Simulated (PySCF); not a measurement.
Computed Raman spectrum (relative Raman activity) of a molecule C₄H₇FSi. Geometry: TPSSh-D3(BJ)/def2-SVP. One conformer was computed; it need not be the lowest. Level of theory: TPSSh-D3(BJ)/def2-SVP (PySCF 2.14.0). Frequencies are harmonic and unscaled.

Lines under 2 % of the strongest are left out, and lines within 2 cm⁻¹ are merged.

```json
[
 {"ν (cm⁻¹)": "377", "relative intensity": "2.0"},
 {"ν (cm⁻¹)": "482", "relative intensity": "3.2"},
 {"ν (cm⁻¹)": "516", "relative intensity": "2.3"},
 {"ν (cm⁻¹)": "647", "relative intensity": "3.9"},
 {"ν (cm⁻¹)": "692", "relative intensity": "2.6"},
 {"ν (cm⁻¹)": "879", "relative intensity": "3.5"},
 {"ν (cm⁻¹)": "917", "relative intensity": "3.8"},
 {"ν (cm⁻¹)": "936", "relative intensity": "9.8"},
 {"ν (cm⁻¹)": "950", "relative intensity": "11"},
 {"ν (cm⁻¹)": "958", "relative intensity": "2.2"},
 {"ν (cm⁻¹)": "966", "relative intensity": "15"},
 {"ν (cm⁻¹)": "1081", "relative intensity": "3.0"},
 {"ν (cm⁻¹)": "1234", "relative intensity": "4.1"},
 {"ν (cm⁻¹)": "1283", "relative intensity": "2.5"},
 {"ν (cm⁻¹)": "1364", "relative intensity": "5.2"},
 {"ν (cm⁻¹)": "1458", "relative intensity": "17"},
 {"ν (cm⁻¹)": "1639", "relative intensity": "15"},
 {"ν (cm⁻¹)": "2249", "relative intensity": "80"},
 {"ν (cm⁻¹)": "2256", "relative intensity": "93"},
 {"ν (cm⁻¹)": "2260", "relative intensity": "46"},
 {"ν (cm⁻¹)": "3041", "relative intensity": "100"},
 {"ν (cm⁻¹)": "3054", "relative intensity": "74"},
 {"ν (cm⁻¹)": "3106", "relative intensity": "56"},
 {"ν (cm⁻¹)": "3179", "relative intensity": "58"}
]
```

Q: Identify the compound among the candidates.
(A) C#C[Si](C)(C)F
(B) F[C@@H]1CC=C1[SiH3]
(C) CC#C[Si@H](C)F
(D) CC#C[C@H](F)[SiH3]

A: B, F[C@@H]1CC=C1[SiH3]
